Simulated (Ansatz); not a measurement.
Mulliken charges of CH$_{2}$ClIOSi (`Cl[Si]1(I)CO1`) from B3LYP/def2-TZVPP in Ansatz (PBE0-D4/def2-TZVP geometry).

```json
{"atom": "Cl1", "x (Å)": "-1.721", "y (Å)": "-1.802", "z (Å)": "-0.428", "charge (e)": "-0.180"}
{"atom": "Si2", "x (Å)": "-0.045", "y (Å)": "-0.740", "z (Å)": "-0.029", "charge (e)": "0.532"}
{"atom": "I3", "x (Å)": "1.633", "y (Å)": "-2.153", "z (Å)": "0.941", "charge (e)": "-0.086"}
{"atom": "C4", "x (Å)": "-0.045", "y (Å)": "1.047", "z (Å)": "0.097", "charge (e)": "-0.118"}
{"atom": "O5", "x (Å)": "0.431", "y (Å)": "0.354", "z (Å)": "-1.149", "charge (e)": "-0.383"}
{"atom": "H6", "x (Å)": "-0.944", "y (Å)": "1.634", "z (Å)": "-0.076", "charge (e)": "0.118"}
{"atom": "H7", "x (Å)": "0.751", "y (Å)": "1.592", "z (Å)": "0.599", "charge (e)": "0.117"}
```

Task: By hand: the dipole of these point charges (1 e Å = 4.8032 D).

Result: Σ q r = (-0.038, 0.236, 0.470) e Å, of length 0.527 e Å = 2.53 D.

Task: How does the dipole of the full density compare? (An estimate is asked.)

Result: Ansatz gave: (-0.043, 0.027, 0.323) e Å, 1.57 D; the point charges give 1.61 times that, at 22° from its direction.

Point charges leave out the atoms' own dipoles, such as those of lone pairs, and Mulliken's split depends on the basis, so the two needn't agree.

B3LYP here is the variant with VWN-RPA as its local correlation; programs differ in this.
